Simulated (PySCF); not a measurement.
C₃H₃, SMILES C#C[CH2], multiplicity 2. Geometry optimised at ωB97X-D3(BJ)/def2-TZVP. The isomer is the one that the SMILES or the coordinates give; other isomers of the formula were not compared.

Computed equilibrium geometry at ωB97X-D3(BJ)/def2-TZVP (PySCF confirms it by a frequency run) as bond lengths and angles, and its point group:
point group C2v.
Atoms: C1 C2 C3 H4 H5 H6. Bond lengths (Å): C1–C2 1.218, C1–H4 1.065, C2–C3 1.373, C3–H5 1.083, C3–H6 1.083. Bond angles (°): C2–C1–H4 180.0, C1–C2–C3 180.0, C2–C3–H5 120.5, C2–C3–H6 120.5, H5–C3–H6 119.0.
Charge 0, spin multiplicity 2.
